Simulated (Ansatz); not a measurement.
**Question.** Name a neutral molecule of Al, B, C, Si and H with LUMO energy (B3LYP/def2-TZVPP) between -2.10 and -1.80 eV and HOMO–LUMO gap (PBE/def2-TZVPP) between 2.70 and 3.00 eV (Ansatz, PBE0-D4/def2-TZVP geometry).

**Answer.** `C[BH][AlH][SiH2]C` (-1.95 eV, 2.88 eV). Other molecules can fit too; these were computed, each in one conformer that needn't be the lowest.

B3LYP here is the variant with VWN-RPA as its local correlation; programs differ in this.
